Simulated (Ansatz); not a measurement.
Geometry optimisation, Ansatz 0.2.0, RKS B3LYP-D4/cc-pVDZ.

Input:

```yaml
crystal:
  periodic: [false, false, false]
  atoms:
    - { symbol: "N", position_ang: [-0.89298, 1.19604, -0.62875] }
    - { symbol: Al, position_ang: [0.68726, 0.45715, -0.21824] }
    - { symbol: C, position_ang: [1.25136, -0.39819, 1.47039] }
    - { symbol: Si, position_ang: [0.37919, -1.85703, 1.19106] }
    - { symbol: H, position_ang: [-1.09351, 1.64047, -1.51793] }
    - { symbol: H, position_ang: [-1.67488, 1.3843, -0.01223] }
    - { symbol: H, position_ang: [2.07119, 0.21936, 1.83729] }
    - { symbol: H, position_ang: [-0.29973, -3.16171, 1.12463] }
basis:
  gaussian: { orbitals: cc-pVDZ }
hamiltonian:
  xc: b3lyp
  dispersion: d4
relax:
  f_tol: 0.02
  max_steps: 50
output:
  orbitals: {}
```

Run as:

```bash
$ ansatz run input.yaml --threads 2 --pin off --max-ram 3072MiB --backend cpu --events-out ev --progress --plain --runs-dir out
```

Task: Where does it end, and by what steps?

Result: The forces met the threshold. After 16 steps the energy has fallen by 3.370 eV; H6 moved furthest, 1.18 Å.

```json
{"step": "0", "energy less start (eV)": "0.0000", "largest force component (eV/Å)": "1.041", "accepted": "yes"}
{"step": "1", "energy less start (eV)": "-0.6269", "largest force component (eV/Å)": "1.820", "accepted": "yes"}
{"step": "2", "energy less start (eV)": "-1.2600", "largest force component (eV/Å)": "2.021", "accepted": "yes"}
{"step": "3", "energy less start (eV)": "-1.9606", "largest force component (eV/Å)": "1.670", "accepted": "yes"}
{"step": "4", "energy less start (eV)": "-2.3713", "largest force component (eV/Å)": "1.640", "accepted": "yes"}
{"step": "5", "energy less start (eV)": "-2.7400", "largest force component (eV/Å)": "1.205", "accepted": "yes"}
{"step": "6", "energy less start (eV)": "-3.0299", "largest force component (eV/Å)": "0.758", "accepted": "yes"}
{"step": "7", "energy less start (eV)": "-3.2012", "largest force component (eV/Å)": "0.364", "accepted": "yes"}
{"step": "8", "energy less start (eV)": "-3.3049", "largest force component (eV/Å)": "0.174", "accepted": "yes"}
{"step": "9", "energy less start (eV)": "-3.3480", "largest force component (eV/Å)": "0.262", "accepted": "yes"}
{"step": "10", "energy less start (eV)": "-3.3538", "largest force component (eV/Å)": "0.230", "accepted": "yes"}
{"step": "11", "energy less start (eV)": "-3.3498", "largest force component (eV/Å)": "0.615", "accepted": "no"}
{"step": "12", "energy less start (eV)": "-3.3664", "largest force component (eV/Å)": "0.129", "accepted": "yes"}
{"step": "13", "energy less start (eV)": "-3.3697", "largest force component (eV/Å)": "0.054", "accepted": "yes"}
{"step": "14", "energy less start (eV)": "-3.3697", "largest force component (eV/Å)": "0.051", "accepted": "no"}
{"step": "15", "energy less start (eV)": "-3.3699", "largest force component (eV/Å)": "0.023", "accepted": "yes"}
{"step": "16", "energy less start (eV)": "-3.3701", "largest force component (eV/Å)": "0.005", "accepted": "yes"}
```

```xyz
8
Properties=species:S:1:pos:R:3
N -1.023 1.417 -0.749
Al -0.164 0.178 0.197
C 1.308 -0.476 1.201
Si 0.181 -1.850 1.219
H -0.652 2.338 -0.963
H -1.947 1.304 -1.157
H 2.303 -0.247 1.599
H 0.421 -3.183 1.899
```

Whether the end is a true minimum wasn't checked by a vibrational analysis.

Run time: 14 s on 2 threads of AMD EPYC 9R45 96-Core Processor (Zen 5), on a shared host, peak memory 0.21 GiB.
